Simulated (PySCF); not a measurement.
C7H8FOP.
Atom-mapped SMILES: `[CH2:1]=[CH:2][c:3]1[c:4]([O:5][CH3:6])[cH:7][pH:8][c:9]1[F:10]`

Probes without a nucleus sit at each ring's centroid and 1 Å off its mean plane on both sides; NICS is minus the shielding there, NICSzz its component along the normal. Level: GIAO PBE0/pcSseg-1 (PySCF, non-relativistic, gas phase) on the GFN2-xTB geometry, one conformer.

Ring bond lengths (Å), with Mayer bond orders in brackets: C3–C4 1.465 (1.05), C4–C7 1.352 (1.69), C7–P8 1.796 (0.97), P8–C9 1.812 (0.99), C9–C3 1.356 (1.59).

Give the NICS values of each ring in ppm.

```tsv
ring	type	NICS(0)	NICS(1), two faces	NICS(1)zz, two faces	rms pucker (Å)	centre to ring atoms, mean (Å)
C3–C4–C7–P8–C9	5-membered ring with P; bonds drawn aromatic by RDKit's count	-7.2	-5.4 / -4.9	-7.2 / -7.6	0.04	1.32
```

What do they say, and how far can they be read as aromaticity?

- C3–C4–C7–P8–C9: mean NICS(1)zz -7.4 ppm, shielded. A hydrogen on P8, outside the ring, lies 1.90 Å from a NICS(1) probe.

How equal are the bonds by HOMA? HOMA = 1 − mean of α(R − Ropt)² over the ring bonds, with Krygowski's 1993 parameters (CC: Ropt 1.388 Å, α 257.7 Å⁻²; CP: Ropt 1.698 Å, α 118.91 Å⁻²).

- C3–C4–C7–P8–C9: HOMA 0.03; the largest term is that of P8–C9, α(R − Ropt)² = 1.55.

Give the inner angles of the rings and the Hirshfeld charges of the ring atoms.

- C3–C4–C7–P8–C9: C3 110.0° (-0.041 e), C4 115.1° (+0.071 e), C7 111.9° (-0.169 e), P8 87.9° (+0.125 e), C9 114.3° (+0.036 e); sum 539.2° against 540° for a flat convex ring.

The values belong to the conformer `[CH2:1]=[CH:2][c:3]1[c:4]([O:5][CH3:6])[cH:7][pH:8][c:9]1[F:10]`: C1–C2–C3–C4 180°, C3–C4–O5–C6 179°.
